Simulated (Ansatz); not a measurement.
Job for Ansatz (a program for electronic structure): U-PBE/def2-TZVPP on Os, 2S+1 = 5, a spin state set in the input, which need not be the lowest. Elements past Kr take the def2 small-core potentials; no spin–orbit coupling.

Ansatz 0.2 input:
```yaml
crystal:
  periodic: [false, false, false]
  atoms:
    - {symbol: Os, position_ang: [0.00000000, 0.00000000, 0.00000000]}
basis:
  gaussian:
    orbitals: def2-TZVPP
hamiltonian:
  xc: {name: PBE}
magnetization: {spin_polarized: true, initial_magnetization: 4}
scf: {lower_state_search: full}
```

Program output:

```
Functional definition: PBE
[...]
integrals: 0.01 GiB planned
339 factors; their error is unknown
mean field: 0.13 GiB planned
mean field evaluation 1: about -2462.3504 eV, gradient 2.1e1 eV
mean field evaluation 2: about -2457.6458 eV, gradient 4.1e1 eV
mean field evaluation 4: about -2464.8934 eV, gradient 7.3e0 eV
mean field evaluation 8: about -2465.1170 eV, gradient 1.7e0 eV
mean field evaluation 16: about -2465.1354 eV, gradient 9.5e-2 eV
mean field evaluation 32: about -2464.4914 eV, gradient 2.5e0 eV
mean field evaluation 64: about -2465.1093 eV, gradient 1.4e-1 eV
mean field evaluation 96: about -2465.1272 eV, gradient 2.8e-1 eV
mean field evaluation 128: about -2465.1377 eV, gradient 2.4e-6 eV
mean field evaluation 160: about -2464.8806 eV, gradient 8.3e0 eV
mean field evaluation 192: about -2465.1041 eV, gradient 2.4e0 eV
mean field evaluation 224: about -2464.6401 eV, gradient 1.9e-1 eV
mean field evaluation 256: about -2465.1004 eV, gradient 2.8e0 eV
mean field evaluation 288: about -2457.1837 eV, gradient 1.1e1 eV
mean field evaluation 320: about -2274.3204 eV, gradient 7.7e1 eV
mean field evaluation 352: about -2459.8529 eV, gradient 5.7e0 eV
mean field evaluation 384: about -2465.1290 eV, gradient 1.8e-1 eV
mean field -2465.13770357 eV, -90.5921396759 hartree, gradient 9.7e-7 eV, S^2 6.009040; 15 other end points of the search recorded, 0 dependent functions left out
reference -2465.13772851 eV, -90.5921405925 hartree; 10, 6 occupied and 46, 50 virtual orbitals, 339 factors
Total energy: -2465.13772851 eV, -90.5921405925 hartree
```

Self-consistency was reached.

Cost: about 22 core-seconds (a rough figure).
